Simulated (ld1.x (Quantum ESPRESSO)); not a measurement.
**N (Z = 7) PAW: all-electron and pseudo phase curves**

nitrogen, PAW, made with ld1.x (Quantum ESPRESSO) 7.5 (PBE, scalar-relativistic). Core [He], reference 2s2 2p3. Waves: 2s (bound): rcut 0.85, rcutus 1.15 bohr; 2s channel at -0.95 Ry: rcut 0.85, rcutus 1.15 bohr; 2p (bound): rcut 1.15, rcutus 1.35 bohr; 2p channel at 3.1 Ry: rcut 1.15, rcutus 1.35 bohr; 3d channel at -0.1 Ry: rcut 1.00, rcutus 1.25 bohr; 3d channel at 1.55 Ry: rcut 1.00, rcutus 1.25 bohr. Local part: all-electron potential smoothed inside 1.15 bohr (lloc = -1). Core correction: Bessel-smoothed model core, default radius (core density twice the valence density). Augmentation charge: BESSEL, radius 0.95 bohr.

The phase is arctan(r·u′/u) with u = r·R(r), unwrapped; energies in Ry, scanned from -3 to 5 Ry. A pole is an energy at which the radial function vanishes at the test radius. The pseudo phase is shifted by a multiple of π to meet the all-electron one at the reference energy, and phase errors are pseudo minus all-electron; the curves can meet again beyond the range given. Levels narrower than the energy grid can be missing from the lists of poles.

```json
{"channel": "s", "radius (bohr)": "1.51", "reference energy (Ry)": "-1.37", "poles, all-electron": "1.18", "poles, pseudo": "1.18", "unbroken range about the reference energy with phases within 0.05 rad": "the whole range", "phase error 1 Ry above the reference energy (rad)": "-0.000"}
{"channel": "p", "radius (bohr)": "1.51", "reference energy (Ry)": "-0.52", "poles, all-electron": "1.55", "poles, pseudo": "1.55", "unbroken range about the reference energy with phases within 0.05 rad": "the whole range", "phase error 1 Ry above the reference energy (rad)": "+0.000"}
{"channel": "d", "radius (bohr)": "1.51", "reference energy (Ry)": "-0.10", "poles, all-electron": "none", "poles, pseudo": "none", "unbroken range about the reference energy with phases within 0.05 rad": "the whole range", "phase error 1 Ry above the reference energy (rad)": "+0.000"}
```

Phases in the s channel:

| E (Ry) | all-electron | pseudo |
| --- | --- | --- |
| -3.00 | 0.804 | 0.804 |
| -2.76 | 0.690 | 0.690 |
| -2.52 | 0.534 | 0.534 |
| -2.28 | 0.321 | 0.321 |
| -2.04 | 0.045 | 0.045 |
| -1.80 | -0.272 | -0.272 |
| -1.56 | -0.576 | -0.576 |
| -1.32 | -0.824 | -0.824 |
| -1.08 | -1.008 | -1.008 |
| -0.84 | -1.144 | -1.144 |
| -0.60 | -1.245 | -1.245 |
| -0.36 | -1.322 | -1.322 |
| -0.12 | -1.383 | -1.383 |
| 0.12 | -1.431 | -1.431 |
| 0.36 | -1.472 | -1.472 |
| 0.60 | -1.506 | -1.506 |
| 0.84 | -1.535 | -1.536 |
| 1.08 | -1.561 | -1.561 |
| 1.32 | -1.584 | -1.585 |
| 1.56 | -1.605 | -1.605 |
| 1.80 | -1.624 | -1.625 |
| 2.04 | -1.642 | -1.643 |
| 2.28 | -1.659 | -1.660 |
| 2.52 | -1.676 | -1.676 |
| 2.76 | -1.691 | -1.692 |
| 3.00 | -1.707 | -1.708 |
| 3.24 | -1.722 | -1.723 |
| 3.48 | -1.738 | -1.739 |
| 3.72 | -1.753 | -1.754 |
| 3.96 | -1.769 | -1.770 |
| 4.20 | -1.785 | -1.787 |
| 4.44 | -1.802 | -1.804 |
| 4.68 | -1.821 | -1.823 |
| 4.92 | -1.840 | -1.842 |
